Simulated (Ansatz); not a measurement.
BFH₅NOSi (`OB(F)N[SiH3]`), relaxed with RKS PBE0-D4/def2-TZVP in Ansatz from a PBE-D4/def2-SVP geometry. The force threshold is 0.005 eV/Å; the program also tests the step.

Total charge 0; spin multiplicity 1.

Start:

```xyz
10

O    -0.139    1.775    0.695
B    -0.994    0.735    0.446
F    -2.316    0.876    0.722
N    -0.533   -0.498   -0.099
Si    1.109   -0.956   -0.547
H    -0.614    2.541    1.061
H    -1.266   -1.199   -0.233
H     1.607   -2.099    0.299
H     1.993    0.237   -0.360
H     1.153   -1.412   -1.983
```

Problem. By how much does the energy fall, and how many steps does the optimiser take? (An estimate is asked.)

Solution. Ansatz gave: 1.39 kcal/mol, in 23 steps, 2 of them rejected.

Problem. Which bonds change most? (Estimate.)

Solution. The calculation gave: Si5–H8 from 1.507 to 1.484 Å; N4–Si5 from 1.762 to 1.739 Å; Si5–H10 from 1.507 to 1.486 Å; N4–H7 from 1.023 to 1.007 Å.

Problem. Give the relaxed structure. (Best estimate.)

Solution. The calculation gave: 
```xyz
10

O    -0.097    1.466    1.104
B    -1.005    0.697    0.441
F    -2.315    0.978    0.540
N    -0.564   -0.387   -0.344
Si    1.087   -0.881   -0.574
H    -0.497    2.176    1.609
H    -1.280   -0.920   -0.811
H     1.725   -1.264    0.711
H     1.895    0.195   -1.201
H     1.052   -2.060   -1.477
```
